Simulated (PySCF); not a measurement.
## `C(=C\[N+]#[C-])/Br`, C3H2BrN

Geometry:
| atom | x (Å) | y (Å) | z (Å) |
| --- | --- | --- | --- |
| C1 | -2.569 | -0.261 | 0.034 |
| N2 | -1.447 | 0.063 | 0.015 |
| C3 | -0.156 | 0.461 | -0.008 |
| C4 | 0.842 | -0.419 | -0.009 |
| Br5 | 2.642 | 0.117 | -0.041 |
| H6 | 0.001 | 1.531 | -0.025 |
| H7 | 0.690 | -1.487 | 0.007 |

The calculation used quadratic response PBE0/def2-SVPD first hyperpolarisability, Taylor convention, gas phase in PySCF. Geometry: GFN2-xTB.

The calculation is non-relativistic, which matters for the atoms heavier than Zn.

Q: Give the tensor of the second harmonic β(−2ω;ω,ω) at 1907 nm in the axes of these coordinates.

A: In au, Taylor convention; rows are the first index (the induced dipole):
```csv
,xx,yy,zz,xy,xz,yz
x,+361.0,-40.2,-59.8,+52.3,-7.2,-1.0
y,+50.1,-11.9,-2.0,-39.9,-1.0,+0.6
z,-7.2,+0.6,+2.5,-1.0,-59.4,-2.1
```
Norm of βᵢ = ⅓ Σⱼ (βᵢⱼⱼ + βⱼᵢⱼ + βⱼⱼᵢ): 264.2 au, hyper-Rayleigh value 141.3 au.
